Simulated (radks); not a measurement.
Question: Ionisation of the iron ion Fe2+, [Ar] 3d6, to [Ar] 3d5 as the strength of local exchange is varied. Method: scalar-relativistic Kohn-Sham, Slater X-alpha exchange (alpha = 2/3 is LDA exchange), no correlation, spin-unpolarised, spherical densities, finite nucleus; Fermi nuclear charge, rms radius 3.7377 fm; computed with a radial shooting solver on a logarithmic mesh with Libxc functionals.

alpha  E(Fe2+) (hartree)  exchange (hartree)  IE (eV)  -e of the level emptied (eV)  <r> of it (bohr)
0.554        -1258.58646           -41.81730   30.485                   22.396 (3d)             1.125
0.574        -1260.09798           -43.37904   30.904                   22.758 (3d)             1.118
0.613        -1263.05066           -46.43477   31.734                   23.477 (3d)             1.106
0.667        -1267.15038           -50.68831   32.909                   24.500 (3d)             1.089
0.748        -1273.32468           -57.11747   34.728                   26.095 (3d)             1.065
0.851        -1281.21872           -65.37711   37.139                   28.230 (3d)             1.036
?            -1281.98767           -66.18403   37.378                   28.443 (3d)             1.034

Which alpha was used in the last row?

Answer: alpha = 0.861. NIST Atomic Spectra Database: 30.65 eV (measured). The Delta-SCF value meets it near alpha = 0.56. Spin polarisation and multiplet splitting are left out, so open shells lie too high by an amount that depends on their filling.

Beside tabulated values, note that spin-unpolarised runs miss the spin-polarisation part of the exchange energy of open shells.
